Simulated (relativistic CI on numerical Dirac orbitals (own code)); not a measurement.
One change at a time: Pd XXIX

Base calculation: Dirac-Coulomb-Breit CI, orbitals from a KLI potential per configuration, a model potential for QED, unscaled Slater integrals.

CI space (outside the closed core [Ne]): 3s2 3p6, 3s2 3p5 3d, 3s 3p6 3d, 3s2 3p5 4s, 3s2 3p5 4p, 3s2 3p5 4d, 3s 3p6 4s, 3p6 3d 4p, 3p6 3d2, 3p5 3d3, 3p5 3d2 4s, 3p5 3d2 4p, 3p5 3d2 4d, 3p6 3d 4s, 3p5 3d 4s2, 3p5 3d 4s 4p, 3p5 3d 4s 4d. Double excitations out of closed p, d and f shells are left out; levels of such configurations are missing from the list, as are those of other unlisted configurations, and high levels can miss mixing partners.

Variants: (1) valence Slater integrals scaled by 0.9; (2) configuration mixing switched off; (3) one mean potential for all configurations. Shifts of the energy above 3s2 3p6 1S_0, in eV, for the lowest level and the first level of each name with at least 55 % of one term (blank where a level changes its place among those of its configuration and J or its character, or is not in the variant):

| Level | Base | Δ(1) | Δ(2) | Δ(3) |
| --- | --- | --- | --- | --- |
| 3s2 3p6 1S_0 | 0.000 | 0.000 | 0.000 | 0.000 |
| 3s2 3p5 3d 3P°_0 | 125.722 | +1.121 | -0.066 | -0.033 |
| 3s2 3p5 3d 3P°_1 | 129.283 | +0.915 | -0.066 | -0.033 |
| 3s2 3p5 3d 3F°_3 | 134.595 | +0.263 | -0.070 | -0.033 |
| 3s2 3p5 3d 3F°_4 | 138.364 | +0.565 | -0.069 | -0.033 |
| 3s2 3p5 3d 3D°_3 | 147.800 | -0.373 | -0.070 | -0.033 |
| 3s2 3p5 3d 3D°_1 | 157.955 | -0.689 | -0.065 | -0.034 |
| 3s2 3p5 3d 3F°_2 | 168.859 | +0.267 | -0.070 | -0.033 |
| 3s2 3p5 3d 1P°_1 | 200.023 | -3.632 | -0.031 | -0.042 |
| 3s 3p6 3d 3D_1 | 276.709 | +0.251 | -0.249 | +0.043 |
| 3s 3p6 3d 3D_2 | 278.704 | +0.172 | -0.223 | +0.042 |
| 3s 3p6 3d 3D_3 | 284.270 | +0.255 | -0.246 | +0.036 |
| 3s 3p6 3d 1D_2 | 293.753 | -0.778 | +0.111 | +0.035 |
| 3p6 3d2 3F_2 | 561.752 | +0.380 | -0.273 | +0.103 |
| 3p6 3d2 3F_3 | 567.866 | +0.467 | -0.228 | +0.084 |
| 3p6 3d2 3P_0 | 572.552 | -0.537 | -0.247 | +0.150 |
| 3p6 3d2 3F_4 | 572.621 | +0.294 | -0.232 | +0.084 |
| 3p6 3d2 3P_1 | 576.317 | -0.361 | -0.220 | +0.130 |
| 3p6 3d2 1G_4 | 581.457 | -0.452 | -0.264 | +0.126 |
| 3p6 3d2 1S_0 | 599.353 | -2.116 | -0.494 | +0.212 |
| 3p5 3d3 5D°_1 | 683.724 | +2.181 | -0.307 | +0.399 |
| 3p5 3d3 5D°_0 | 685.150 | +2.179 | -0.303 | +0.397 |

At this charge energies of transitions that change n are usually good to better than 1 %, and those within a shell (Δn = 0) to a few per cent.

Ionisation energy from the two ground configurations alone: base 1644.06 eV. The NIST ASD value (semi-empirical) is 1644 eV.

LS names give the leading component of a level, which can be under half, so a name can repeat, a term be missing and a line seem to break the LS rules.
